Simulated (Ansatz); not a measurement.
Consider the hydrogenolysis of the Se–B bond: `B[Se]CC` + H₂ → `CC[SeH]` + BH₃.

Isolated molecules relaxed with PBE0-D4/def2-TZVP in Ansatz; ΔE leaves out vibrations. CCSD(T)/CBS adds triple-zeta CCSD(T) − MP2 to the extrapolated MP2 energy (def2 sets, frozen cores). This one scheme is used for every species. Functionals use def2-TZVPP. B3LYP here is the variant with VWN-RPA as its local correlation; programs differ in this. For Se outer-core shells are correlated without core-valence functions, which leaves a few kJ/mol of doubt a bond. Scalar relativity is left out up to krypton. One conformer a species, not always the lowest.

| level | ΔE (kcal/mol) |
| --- | --- |
| r2SCAN-D4 | 23.1 |
| B3LYP-D4 | 20.3 |
| r2SCAN | 22.8 |
| B3LYP | 18.3 |
| HF/def2-TZVPP | 10.9 |
| CCSD/def2-TZVPP | 18.7 |
| HF/def2-QZVPP | 10.7 |
| CCSD/CBS(def2) | 19.3 |

Question: What does CCSD(T)/CBS give? (Best estimate.)

Answer: Ansatz gave: +21.3 kcal/mol. The listed levels differ from it by 1.8, -1.0, 1.5, -3.0, -10.4, -2.6, -10.6, -2.0 kcal/mol.

Largest T1 diagnostic among the species: 0.012.

The D4 term adds +1.9 kcal/mol with B3LYP and +1.0 kcal/mol with PBE0; it sums over pairs of atoms, weighted by their polarisabilities, and B3LYP, whose exchange is more repulsive, gets the larger term. In def2-TZVPP, CCSD(T) changes the Hartree–Fock value by +9.7 kcal/mol (the triples alone add +2.0 kcal/mol) and MP2 by +11.4 kcal/mol. From PBE to PBE0 (25 % exact exchange), in def2-TZVPP and without D4, ΔE moves by −2.2 kcal/mol.
